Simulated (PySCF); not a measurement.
B2F3, charge +1, multiplicity 1.

```xyz
5

F      0.0000     0.0000    -2.3041
B      0.0000     0.0000    -1.0792
B      0.0000     0.0000     0.6985
F      0.0000     1.1596     1.2578
F      0.0000    -1.1596     1.2578
```
Charge +1, spin multiplicity 1.

Coordinates come from a ωB97X-D3(BJ)/def2-SVP optimisation. The spin state was assumed, not searched. The isomer is the one that the SMILES or the coordinates give; other isomers of the formula were not compared. Other conformers were not sampled.

Calculation: PBE0/pcSseg-2 (PySCF). Non-relativistic, no solvent.

Computed absolute GIAO shielding of each atom: isotropic value and principal components (ppm):
```tsv
atom	σ(iso)	σ11	σ22	σ33	span
F1	163.4	2.2	14.7	473.3	471.1
B2	81.5	16.0	21.0	207.4	191.4
B3	85.5	57.7	80.2	118.6	61.0
F4	188.8	-24.6	267.9	323.1	347.7
F5	188.8	-24.6	267.9	323.1	347.7
```
